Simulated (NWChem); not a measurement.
# Correlation energy of boron oxyfluoride (BFO)

```xyz
3

F      0.0000     0.0000    -1.1962
B      0.0000     0.0000     0.0865
O      0.0000     0.0000     1.2917
```
Charge 0, spin multiplicity 1.

All runs are NWChem calculations. Structure: optimised with PBE0/def2-SVP, a minimum by its harmonic frequencies.

Basis set: 3-21G. Each correlation energy counts from its own Hartree-Fock reference.

The correlated methods keep 3 core orbitals frozen. Coupled-cluster values serve here as a point of comparison, not as the truth.

**Question.** Order these methods by the correlation energy they give, lowest first: MP2, SCS-MP2, CR-CCSD[T], CR-CCSD(T).

**Answer.** CR-CCSD[T] (-307.7 mHa), CR-CCSD(T) (-306.0 mHa), MP2 (-302.9 mHa), SCS-MP2 (-291.9 mHa)
